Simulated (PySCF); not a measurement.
Correlation energy of N(2+) (nitrogen, charge +2)

[He] 2s2 2p1, 2P determinant. Computed with PySCF 2.14 in Sapporo-DZP-2012 (4s3p1d, 18 functions), with the spin-free X2C one-electron Hamiltonian (Gaussian nucleus). Frozen: 1s2; 3 electrons correlated.

MP2 pair energies summed by pair of shells (mhartree):

| pair | energy | share (%) |
| --- | --- | --- |
| 2s-2s | -30.49 | 63.0 |
| 2s-2p | -17.90 | 37.0 |

Total MP2 correlation energy: -48.39 mhartree.

Same-spin part -2.83 and opposite-spin part -45.56 mhartree; SCS-MP2 scales them by 1/3 and 6/5 to -55.61 mhartree.

```
  level  correlation energy (mhartree)
   CCSD                         -77.59
    (T)                          -0.60
CCSD(T)                         -78.19
```

Diagnostics: T1 = 0.0073, D1 = 0.0140, largest double amplitude 0.138.

Cost of the coupled-cluster step: 0.11 s of wall time on 1 thread of Neoverse-V1 (shared host), for 3 correlated electrons.

Iterations:

```
CC2 = 0
CCSD nocc = (np.int64(2), np.int64(1)), nmo = (17, 17)
frozen orbitals [[0], [0]]
max_cycle = 100
direct = 0
conv_tol = 1e-08
conv_tol_normt = 1e-06
diis_space = 8
diis_start_cycle = 0
Init t2, MP2 energy = -0.0483898225057114
Init E_corr(UCCSD) = -0.0483898225063461
cycle = 1  E_corr(UCCSD) = -0.0649625834682727  dE = -0.016572761  norm(t1,t2) = 0.054184
cycle = 2  E_corr(UCCSD) = -0.0717174616239624  dE = -0.00675487816  norm(t1,t2) = 0.0259453
cycle = 3  E_corr(UCCSD) = -0.0776657643339739  dE = -0.00594830271  norm(t1,t2) = 0.0129737
cycle = 4  E_corr(UCCSD) = -0.0775606916593273  dE = 0.000105072675  norm(t1,t2) = 0.000968586
cycle = 5  E_corr(UCCSD) = -0.0775984667938897  dE = -3.77751346e-05  norm(t1,t2) = 0.00011909
cycle = 6  E_corr(UCCSD) = -0.0775830612565861  dE = 1.54055373e-05  norm(t1,t2) = 2.63646e-05
cycle = 7  E_corr(UCCSD) = -0.0775878160476598  dE = -4.75479107e-06  norm(t1,t2) = 9.88796e-06
cycle = 8  E_corr(UCCSD) = -0.0775877800721312  dE = 3.59755286e-08  norm(t1,t2) = 6.33741e-07
cycle = 9  E_corr(UCCSD) = -0.0775877167443476  dE = 6.33277837e-08  norm(t1,t2) = 2.87263e-07
cycle = 10  E_corr(UCCSD) = -0.0775876527193089  dE = 6.40250387e-08  norm(t1,t2) = 1.46672e-07
cycle = 11  E_corr(UCCSD) = -0.0775876503064658  dE = 2.41284311e-09  norm(t1,t2) = 6.8833e-09
UCCSD converged
E(UCCSD) = -52.91105727360111  E_corr = -0.07758765030646576
UCCSD(T) correction = -0.000602884341801549
```
